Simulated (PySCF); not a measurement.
Which determinant of CaF lies lowest?

Unrestricted PBE0; basis Ca def2-TZVPP, F def2-TZVPP; no relativity; PySCF 2.14. Outer shells of the fragments: Ca 4s2; F 2s2 2p5.

Followed along the bond (rough minima from three points):

```tsv
2Ms+1	unpaired	⟨S²⟩ at the start	R at minimum (Å)	Te (eV)
2	σ ↑	0.75	1.95	0.00
4	σ ↑, π ↑↑	3.75	none in the scan	≤ 7.28
```

Solutions found at the starting distance of 2.205 Å, counted from the lowest of them; the search is not exhaustive and high or unbound solutions are not listed, so other states can lie among these:

```csv
2Ms+1,unpaired,term,E (eV),⟨S²⟩,⟨Lz²⟩,μ (D)
2,σ ↑,²Σ⁺,0.00,0.75,0.00,-4.30
2,π ↑,²Π,1.77,0.75,1.00,-4.46
2,δ ↑,²Δ,2.34,0.75,4.00,-8.23
4,"σ ↑, π ↑↑",mixed,7.09,3.75,2.02,1.61
4,"σ ↑, π ↑↑",mixed,7.15,3.75,2.01,2.38
4,"σ ↑↑, π ↑",⁴Π,7.32,3.75,1.09,4.30
4,"σ ↑, π ↑, δ ↑",mixed,7.52,3.75,5.00,1.50
```

A term symbol is given only where ⟨S²⟩ and ⟨Lz²⟩ are close to those of a pure state; real π, δ and φ orbitals otherwise mix terms. A positive dipole means Ca(−)F(+).

Counting both spins, an empty level lies below a filled one in some of these solutions, because spin and occupation are held.
